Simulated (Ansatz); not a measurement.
Basis-set extrapolation for C2H7BClN (`CB(N)CCl`) (PBE0-D4/def2-TZVP geometry, frozen core, Ansatz). Multiplicity 1, RHF reference.

```tsv
	def2-TZVPP	def2-QZVPP
HF	-618.585496	-618.605797
MP2 correlation	-0.854078	-0.917507
CCSD(T) correlation	-0.943839	not run
```

Energies in hartree. Use E(X) = E(∞) + A·exp(−7.88·√X) for Hartree–Fock and E(X) = E(∞) + B·X^(−2.97) for correlation, with X = 3 and 4, and add CCSD(T) minus MP2 of the smaller set to the MP2 limit.

What is the CCSD(T) energy at the basis-set limit?

HF limit: -618.605797 + (-0.020301) × 0.13774 = -618.60859. MP2 limit: -0.917507 + (-0.063429) × 0.74074 = -0.96449. Higher-order term: -0.943839 − (-0.854078) = -0.08976. Total: -619.66284 hartree, 3.63 eV below CCSD(T)/def2-TZVPP.
